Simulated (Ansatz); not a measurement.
Isolated molecules relaxed with PBE0-D4/def2-TZVP in Ansatz; ΔE leaves out vibrations. CCSD(T)/CBS adds triple-zeta CCSD(T) − MP2 to the extrapolated MP2 energy (def2 sets, frozen cores). Functionals use def2-TZVPP. B3LYP here is the variant with VWN-RPA as its local correlation; programs differ in this. For Ge outer-core shells are correlated without core-valence functions, which leaves a few kJ/mol of doubt a bond. Scalar relativity is left out up to krypton. Each species was taken in one conformer, which may not be the lowest.

Consider the redistribution: `[OH][GeH2][C]#C[SiH3]` + `O[SiH2]C[SiH2]O` → `O[SiH2][CH2][GeH2][OH]` + `O[SiH2]C#C[SiH3]`.

```
             level  ΔE (kcal/mol)  difference from CCSD(T)/CBS
         r2SCAN-D4           -3.5                          0.4
           PBE0-D4           -3.2                          0.7
          B3LYP-D4           -3.8                          0.1
           ωB97X-V           -2.9                          1.0
           ωB97M-V           -3.0                          0.9
            r2SCAN           -3.5                          0.4
             B3LYP           -3.8                          0.1
     HF/def2-TZVPP           -2.7                          1.2
    MP2/def2-TZVPP           -3.1                          0.8
SCS-MP2/def2-TZVPP           -3.0                          0.9
   CCSD/def2-TZVPP           -2.9                          1.0
     HF/def2-QZVPP           -2.7                          1.2
SCS-MP2/def2-QZVPP           -3.5                          0.4
      HF/CBS(def2)           -2.7                          1.2
     MP2/CBS(def2)           -4.1                         -0.2
    CCSD/CBS(def2)           -3.8                          0.1
       CCSD(T)/CBS           -3.9                            0
```

Largest T1 diagnostic among the species: 0.012.
